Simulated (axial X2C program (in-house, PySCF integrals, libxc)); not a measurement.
**TiH⁻: from the spin-free to the two-component result**

Computed with an in-house relativistic program for diatomic molecules. Spin-free means the one-electron spin-free X2C Hamiltonian; two-component (2c) means X2C with spin–orbit coupling and atomic mean-field two-electron Coulomb and Gaunt terms, so the difference of the two also holds small scalar two-electron terms. Basis: Ti dyall-acv3z [11s11p7d4f2g], H dyall-av3z [7s3p2d] (cores contracted in-house); Gaussian nuclei, density fitting, unrestricted open shells. Masses: Ti 47.948 u, H 1.008 u.

Spin-free state: M_S = 1, Λ = 3 (beyond evenly filled blocks: π+α, δ+α); fragments Ti + H-.

```tsv
level	Re (Å)	ωe (cm⁻¹)	De (eV)	μ (D)
PBE0	1.821	1363.1	2.474	3.02
BP86	1.797	1383.6	2.458	2.83
```

Dipoles are positive if H is the positive end and refer to the centre of mass.

Two-component determinant lowest at the distance of the search:

Ω = 2 (⟨Sz⟩ = -1.00, ⟨Lz⟩ = 3.00 at PBE0); fragments Ti + H-.

```json
{"level": "PBE0", "Re (Å)": "1.821", "ωe (cm⁻¹)": "1362.6", "μ (D)": "3.03"}
{"level": "BP86", "Re (Å)": "1.797", "ωe (cm⁻¹)": "1383.1", "μ (D)": "2.84"}
```

Question: From the two tables, how do the constants change at the PBE0 level (2c against spin-free)?

Answer: At the PBE0 level Re is unchanged within 0.001 Å and ωe falls by 0.5 cm⁻¹.

The state is a single determinant with fixed occupations, the lowest that a limited PBE0 search found. De is counted from the lowest determinant-based energies of the atoms at the same level, without counterpoise correction. De is not given where an atomic determinant may have missed its ground term or J level, or where the truncated virtual space spoils (T). Density functionals use the spin component along the axis (collinear). The highest occupied level is positive at some bond lengths even in Hartree–Fock (under at least one Hamiltonian), so the basis set holds the extra electron there; where that holds at Re the anion is at best weakly bound and its constants depend on the basis. Other states lie close and PBE0, whose exact exchange favours high spin, may order them wrongly; the determinant shown need not be the ground state. The nearest other spin-free determinant of the search, M_S = 1, Λ = 0, lies 0.06 eV up at the distance of the search. Without a current term, density functionals place determinants with orbital angular momentum somewhat too high. With several unpaired electrons one determinant need not be a pure state. At some level and bond length an empty orbital lies below a filled one. The determinant is spin-polarised beyond a pure state at some levels (its spin-free form has ⟨S²⟩ too high), which makes Re and μ there less reliable.
